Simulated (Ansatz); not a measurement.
Single points on KBi₄⁻.

```yaml
crystal:
  periodic: [false, false, false]
  atoms:
    - {symbol: K, position_ang: [0.524306, 2.480503, -0.151497]}
    - {symbol: Bi, position_ang: [1.511736, -0.364146, -1.710235]}
    - {symbol: Bi, position_ang: [0.801413, -1.464327, 1.065648]}
    - {symbol: Bi, position_ang: [-1.349754, -1.130357, -0.907091]}
    - {symbol: Bi, position_ang: [-1.487690, 0.478318, 1.703185]}
basis:
  gaussian: {orbitals: def2-TZVPD, initial_orbitals: start.molden}
total_charge: -1
correlation: {method: mp2}
scf: {omitted_lower_state_checks: [starts]}
output: {orbitals: {seedname: orbitals}}
```

The file start.molden holds the orbitals of an earlier run on this structure, at another level or in another basis.

```sh
$ ansatz run in.yaml --threads 4 --pin off --events-out ev --progress --plain --max-ram 4787MiB
```

Output, abridged:

```
Functional definition: HF
2449 factors; integrals over basis functions are off by at most 2.9e-4 eV
mean field evaluation 1: about -39553.1808 eV, gradient 2.7e1 eV
mean field evaluation 2: about -39554.2118 eV, gradient 1.2e0 eV
mean field evaluation 4: about -39554.2375 eV, gradient 5.5e-2 eV
mean field evaluation 8: about -39554.2375 eV, gradient 2.7e-6 eV
mean field -39554.23754639 eV, -1453.5914190048 hartree, gradient 2.7e-6 eV, S^2 0.000000; 0 other end points of the search recorded, 0 dependent functions left out; unrestricted orbitals would lower it
21 core orbitals not correlated: weight in the atoms' cores, before any rotation towards them, 1.000 or more for the frozen orbitals, at most 0.000 for the correlated occupied ones
reference -39554.23754639 eV, -1453.5914190048 hartree; 35, 35 occupied and 204, 204 virtual orbitals, 2449 factors
second order -53.09154380 eV of doubles, -0.00000000 eV of singles
Total energy: -39607.32909019 eV, -1455.5424972528 hartree
Checks for a lower state left out: starts
```

It took 18 s on 4 threads of Arm Neoverse V2 on a shared host, peak host memory 1.2 GiB.

The first input with `hamiltonian: {xc: hf}` and without the key `correlation` (abridged; 8.5 s):

```
Functional definition: HF
mean field -39554.23591314 eV, -1453.5913589837 hartree, gradient 2.0e-5 eV, S^2 0.000000
Total energy: -39554.23591314 eV, -1453.5913589837 hartree
Checks for a lower state left out: starts
```

The first input with `hamiltonian: {xc: {name: r2SCANh}, dispersion: d4}` and without the key `correlation` (abridged; 19 s):

```
Functional definition: r2SCANh
mean field -39701.41167437 eV, -1458.9999684497 hartree, gradient 2.4e-5 eV, S^2 0.000000
Total energy: -39701.48873328 eV, -1459.0028003126 hartree
Checks for a lower state left out: starts
```

First input, but with `hamiltonian: {xc: {name: wB97M-V}}` and without the key `correlation` (abridged; 40 s):

```
Functional definition: wB97M-V
mean field -39685.53093506 eV, -1458.4163620445 hartree, gradient 1.5e-5 eV, S^2 0.000000
Total energy: -39685.53099203 eV, -1458.4163641381 hartree
Checks for a lower state left out: starts
```

As the first input, with `hamiltonian: {xc: r2scan, dispersion: d4}` and without the key `correlation` (abridged; 16 s):

```
Functional definition: r2SCAN
mean field -39703.92465778 eV, -1459.0923188869 hartree, gradient 1.8e-5 eV, S^2 0.000000
Total energy: -39703.98730693 eV, -1459.0946212005 hartree
Checks for a lower state left out: starts
```

First input, but with `gaussian: {orbitals: def2-SVPD, initial_orbitals: start.molden}`, `correlation: {method: ccsd_t}` (abridged; 2 min):

```
Functional definition: HF
mean field evaluation 16: about -39545.0562 eV, gradient 1.4e0 eV
mean field evaluation 32: about -39545.1164 eV, gradient 2.1e-3 eV
mean field evaluation 64: about -39547.4375 eV, gradient 1.3e-3 eV
mean field -39551.55123126 eV, -1453.4926987444 hartree, gradient 2.9e-6 eV, S^2 0.000000; unrestricted orbitals would lower it
21 core orbitals not correlated: weight in the atoms' cores, before any rotation towards them, 1.000 or more for the frozen orbitals, at most 0.000 for the correlated occupied ones
second order -15.33399170 eV of doubles, -0.00000000 eV of singles
cycle   1  -14.62107063 eV  change    7.1e-1 eV  update   1.9e-1
cycle   2  -15.21809751 eV  change   -6.0e-1 eV  update   6.6e-2
cycle   3  -15.36544156 eV  change   -1.5e-1 eV  update   4.1e-2
cycle   4  -15.35349201 eV  change    1.2e-2 eV  update   1.8e-2
cycle   5  -15.34909420 eV  change    4.4e-3 eV  update   1.3e-2
cycle   6  -15.35496708 eV  change   -5.9e-3 eV  update   6.5e-3
cycle   7  -15.35438098 eV  change    5.9e-4 eV  update   2.9e-3
cycle   8  -15.35392112 eV  change    4.6e-4 eV  update   1.1e-3
cycle   9  -15.35430420 eV  change   -3.8e-4 eV  update   4.2e-4
cycle  10  -15.35430466 eV  change   -4.6e-7 eV  update   1.9e-4
cycle  11  -15.35415214 eV  change    1.5e-4 eV  update   7.5e-5
cycle  12  -15.35423024 eV  change   -7.8e-5 eV  update   3.7e-5
cycle  13  -15.35422677 eV  change    3.5e-6 eV  update   1.5e-5
perturbative correction -0.91695209 eV, -0.0336973678 hartree
Total energy: -39567.82241012 eV, -1454.0906535386 hartree
Checks for a lower state left out: starts
```

As the first input, with `hamiltonian: {xc: pbe, dispersion: d4}`, `output: {forces: true, orbitals: {seedname: orbitals}}` and without the key `correlation` (abridged; 8 s):

```
Functional definition: PBE
mean field -39691.39471144 eV, -1458.6318518517 hartree, gradient 1.7e-5 eV, S^2 0.000000
Total energy: -39691.77806100 eV, -1458.6459396882 hartree
Atom 0 force     0.004093     0.019469    -0.001207 eV/Å
Atom 1 force    -0.030094    -0.007170     0.031669 eV/Å
Atom 2 force    -0.026556     0.009273    -0.025699 eV/Å
Atom 3 force     0.028682     0.000759     0.025085 eV/Å
Atom 4 force     0.023875    -0.022331    -0.029849 eV/Å
Dipole moment:     0.093856     0.443879    -0.027080 e Å
Checks for a lower state left out: starts
```

Geometry: r2SCAN-D4/def2-SVPD.

In the def2 sets Bi takes a core potential; there is no spin–orbit coupling. Correlated methods freeze 21 core orbitals; core or outer-core shells of K, Bi are correlated, in sets that lack core-valence functions. At MP2/def2-TZVPD, HF/def2-TZVPD, CCSD(T)/def2-SVPD the restricted singlet (for correlated methods, its reference) is unstable: a solution with broken spin symmetry lies lower. The restricted singlet is unstable towards broken spin symmetry in Hartree–Fock (as tested in another run); at r2SCANh-D4/def2-TZVPD, ωB97M-V/def2-TZVPD, r2SCAN-D4/def2-TZVPD, PBE-D4/def2-TZVPD this wasn't settled. At r2SCAN-D4/def2-TZVPD, PBE-D4/def2-TZVPD the highest occupied level of the charge -1 singlet lies above zero (up to 0.09 eV). The electron is either unbound and held by the finite basis, or the level is raised by self-interaction error. The structure comes from a short search, and lower isomers may exist.
